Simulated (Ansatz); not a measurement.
Molecule: C4H6N, charge 1, multiplicity 1. It need not be the lowest isomer of its formula. 
Structure (B3LYP-D3(BJ)/def2-TZVP (Ansatz, an electronic-structure program) minimum search):
```xyz
11

C     -2.1704     0.0643    -0.1464
C     -1.0761     0.0813     0.5972
C      0.1234    -0.8047     0.2927
C      1.2268     0.0005    -0.1751
N      2.0669     0.6780    -0.5415
H     -3.0224     0.6777     0.1147
H     -2.2704    -0.5651    -1.0227
H     -0.9870     0.7076     1.4758
H     -0.0948    -1.5356    -0.4927
H      0.4749    -1.3545     1.1740
H      2.8095     1.2757    -0.8692
```
Charge +1, spin multiplicity 1.

Basis-set convergence of Hartree-Fock and CCSD(T) correlation energies (hartree) with Ansatz. Valence correlation only, unless marked. No spin-orbit coupling. No relativistic terms.

| basis | functions | E(HF) | E(corr, CCSD(T)) | rough core time |
|---|---|---|---|---|
| cc-pVDZ | 100 | -209.13545 | -0.74372 | 23 s |
| cc-pVTZ | 234 | … | … | 8 min |

Question: Fill in the missing entries.

Answer: 
- cc-pVTZ, E(HF): -209.19372
- cc-pVTZ, E(corr, CCSD(T)): -0.89061
